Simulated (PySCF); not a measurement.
Compound: C6H9F.
Numbering: `[CH2:1]=[C:2]([CH3:3])/[CH:4]=[CH:5]\[CH2:6][F:7]` (hydrogens: H8, H9 on C1; H10, H11, H12 on C3; H13 on C4; H14 on C5; H15, H16 on C6)

Cartesian coordinates in Å at the PBE0-D3(BJ)/def2-SVP level; atoms count from 1:
```xyz
16
C6H9F angstrom
C     -1.7357   -0.9741   -1.4415
C     -0.8308   -0.5065   -0.5617
C     -0.8737   -0.9277    0.8794
C      0.1990    0.4212   -1.0380
C      1.1983    1.0325   -0.3782
C      1.5905    0.9838    1.0657
F      2.8161    1.5831    1.2213
H     -2.5259   -1.6635   -1.1334
H     -1.7098   -0.6793   -2.4940
H     -0.9251   -0.0600    1.5550
H     -1.7503   -1.5590    1.0773
H      0.0229   -1.5057    1.1537
H      0.1255    0.6511   -2.1061
H      1.8406    1.7098   -0.9521
H      1.6620   -0.0464    1.4503
H      0.8640    1.5279    1.6975
```

The closed-shell ground state was solved at several levels (PySCF, density fitting, gas phase, non-relativistic).

```json
{"level": "B97-2/pcSseg-1", "basis functions": "164", "HOMO (eV)": "-6.43", "LUMO (eV)": "-0.98", "gap (eV)": "5.45", "dipole (D)": "1.84"}
{"level": "wB97X-D/def2-SVPD", "basis functions": "215", "HOMO (eV)": "-8.45", "LUMO (eV)": "0.75", "gap (eV)": "9.20", "dipole (D)": "1.88"}
{"level": "PBE0/pcSseg-1", "basis functions": "164", "HOMO (eV)": "-6.67", "LUMO (eV)": "-0.94", "gap (eV)": "5.73", "dipole (D)": "1.84"}
```

Estimate the row for B3LYP/pcJ-1, a basis of 279 functions; the other rows only guide the guess.

HOMO -6.45 eV, LUMO -1.12 eV, gap 5.33 eV, dipole 1.81 D.

Over all these levels, which gives the widest orbital gap and which the narrowest?

wB97X-D/def2-SVPD (range-separated hybrid) has the widest, 9.20 eV, and B3LYP/pcJ-1 (global hybrid, 20 % exact exchange) the narrowest, 5.33 eV. Functional and basis both differ between the two, so the spread mixes both effects.

How far do the dipole and the HOMO energy spread over the levels?

The dipole runs from 1.81 to 1.88 D (mean 1.84 D) and the HOMO from -8.45 to -6.43 eV.

One conformer stands for the species.
